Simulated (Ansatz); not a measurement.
Several settings on one geometry of Ga₄Sb₄H₁₄, a cluster cut from wurtzite GaSb (hydrogen-capped) (that of the charge 0 singlet, PBE-D4/def2-SVP). Ansatz on 2 threads of AMD EPYC 7R13 on a shared host and a share (18 GiB) of an NVIDIA H100 80GB HBM3; times are rough.

```xyz
22

Ga   -2.273   -1.311   -1.549
Sb   -2.049   -1.188    1.198
Ga    2.264   -1.315   -1.555
Sb   -0.004   -0.006   -2.117
Sb    2.053   -1.186    1.192
Ga    0.003    0.004    2.439
Ga   -0.001    2.615   -1.562
Sb   -0.001    2.371    1.186
H    -2.148   -2.855   -1.849
H    -3.544   -0.419   -1.833
H    -2.165   -2.723    1.958
H    -3.439   -0.520    1.953
H     2.133   -2.860   -1.846
H     3.536   -0.430   -1.853
H    -0.006   -0.011   -3.837
H     2.164   -2.724    1.948
H     3.447   -0.526    1.948
H     0.005    0.009    4.016
H    -1.404    3.274   -1.857
H     1.403    3.272   -1.857
H    -1.276    3.240    1.940
H     1.269    3.246    1.940
```

Totals from different functionals, basis sets or treatments of relativity can't be compared as stabilities.

In the def2 sets Sb takes a core potential; there is no spin–orbit coupling. Correlated methods freeze 52 core orbitals; core or outer-core shells of Ga, Sb are correlated, in sets that lack core-valence functions.

The spins typed aren't always the lowest for that charge.

(1) Give the basis size and estimate the energy, ⟨S²⟩ and time of these runs.

```csv
run,method,charge,state,further keys
1,RKS PBEsol-D4/STO-3G,0,singlet,"point_charges: [{charge: 0.50, position_ang: [6.322, -0.294, 0.777]}]; scf: {omitted_lower_state_checks: [starts]}; forces asked"
2,UKS BLYP/STO-3G,-1,doublet,forces asked
3,"RHF, rpa/def2-mTZVPP",0,singlet,scf: {lower_state_search: off}
```

## Answers

(1) 
```
run  functions  energy (Eh)  ⟨S²⟩  wall time
  1        194  -32610.7748     –        9 s
  2        194  -32630.3253  0.75       31 s
  3        358   -8659.8397     –        7 s
```

The highest occupied level of an anion often lies above zero with these methods, and sets without diffuse functions describe the outer electron poorly.
